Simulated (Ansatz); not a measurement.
**Energy profile**

The step: CH₄BrIn ([CH3][InH][Br]) → CH₃In ([CH3][In]) + HBr; bonds formed: Br2–H3; bonds broken: In1–Br2, In1–H3 (atoms numbered as in the saddle structure below).

```xyz
7
angstrom
In -0.9448 -0.6037 -0.2403
Br 0.8148 -1.9887 -2.1676
H -0.8988 -1.9039 -1.4883
C 0.1153 0.9313 0.8410
H -0.5560 1.4624 1.5162
H 0.9218 0.4692 1.4142
H 0.5476 1.6333 0.1248
```

Electronic energies by CCSD(T) at an estimated basis limit (MP2 extrapolated from triple and quadruple zeta, plus CCSD(T) − MP2 in triple zeta), on PBE0-D4/def2-TZVP structures; CH$_{4}$BrIn, closed shell; no counterpoise correction. Ansatz 0.2.0; basis: def2-TZVPP and def2-QZVPP; cores frozen in the correlated methods. Filled d shells of the heavier atoms are correlated. Core potentials replace the inner electrons of the atoms past krypton. The def2 sets are not built for correlating such inner shells, so the correlated values are less sure here. Extrapolation: Hartree–Fock as exp(−7.88 √X), correlation as X^−2.97.

Task: Give the profile in kcal/mol, counted from the start structure. (To be estimated.)

Result: By the calculation:
```
                                                                                             point  kcal/mol
                                                                                   start structure      0.00
                                                                                            saddle     43.08
                                                                                     end structure     31.56
separated: CH$_{3}$In (linked as [CH3][In]; In1, C4, H5, H6, H7; singlet) + HBr (Br2, H3; singlet)     34.89
```

The T1 diagnostic stays at or below 0.015. The restricted Hartree–Fock reference is unstable towards an unrestricted one at one or more of these structures.

For scale, one of the runs: CCSD(T)/def2-TZVPP, 185 basis functions (an equivalent command: `ansatz run in.yaml --threads 4`). The run took 66 s on 4 CPU threads (shared host), with 2.1 GiB of host memory at its peak.
